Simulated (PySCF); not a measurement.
## Distorted geometries of [BiCl4]+

[BiCl4]+ (singlet). PySCF 2.14.0, RKS PBE, Bi def2-SVP with ECP60, Cl def2-SVP; non-relativistic Hamiltonian with scalar-relativistic core potentials where named; density fitting; no spin-orbit coupling. Relaxed geometry:

```xyz
5

Bi    0.0052    0.2515    0.0000
Cl   -0.0240   -1.1570    1.9645
Cl   -0.0240   -1.1570   -1.9645
Cl    2.0097    1.6041    0.0000
Cl   -1.9413    1.6862    0.0000
```

Question: Order these distorted geometries by energy above the relaxed one, lowest first.
A.
```xyz
5

Bi    0.0354    0.2293    0.0224
Cl    0.0126   -1.2340    2.0110
Cl   -0.0923   -1.1713   -1.9866
Cl    2.0837    1.6718   -0.0791
Cl   -2.0139    1.7318    0.0322
```
B.
```xyz
5

Bi   -0.0232    0.2731    0.0332
Cl   -0.0635   -1.1436    1.9728
Cl    0.0083   -1.1721   -1.9932
Cl    2.0281    1.6241   -0.0117
Cl   -1.9242    1.6461   -0.0011
```
C.
```xyz
5

Bi   -0.0189    0.2457   -0.0857
Cl    0.1128   -1.0542    2.0980
Cl    0.0706   -1.1844   -2.0391
Cl    1.9649    1.5226    0.1038
Cl   -2.1039    1.6979   -0.0769
```

Answer: B (0.08 eV), A (0.15 eV), C (0.22 eV).

Question: Which forces (eV/Å) act in the one that lies 0.15 eV up?

Answer: 
```
Bi  -0.32  0.66  0.03
Cl   0.04  0.36 -0.47
Cl   0.04  0.23  0.35
Cl  -0.75 -0.57  0.06
Cl   0.98 -0.69  0.03
```
Forces carry noise of the integration grid, about 0.01 to 0.03 eV/Å.
